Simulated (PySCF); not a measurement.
As²⁺: ionisation energy

As²⁺ [Ar] 3d10 4s2 4p1 [4p1/2^1, M_J = 1/2] → As³⁺ [Ar] 3d10 4s2, as a difference of total energies. Calculation: PySCF 2.14, in x2c-SVPall-2c; the two-component X2C-1e Hamiltonian. Correlated levels: [Ne] frozen. "Screened" scales the spin-orbit matrix elements by Boettger's factors to mimic the two-electron term; Breit and QED terms are absent.

| method | ionisation energy (eV) |
| --- | --- |
| GHF (spin-free) | 27.509 |
| GMP2 (spin-free) | 27.783 |
| GHF (screened spin-orbit) | 27.751 |
| GMP2 (screened spin-orbit) | 28.031 |

The spin-free rows lack the spin-orbit shift.

Errors of the correlated levels include the incompleteness of this basis and the frozen core.

Problem. Which method comes closest to the reference value, and which is furthest?

Solution. The reference is 28.349 ± 0.012 eV (measured; NIST Atomic Spectra Database, ionization energies). Closest: GMP2 (screened spin-orbit) (error -0.318 eV); furthest: GHF (spin-free) (error -0.840 eV).
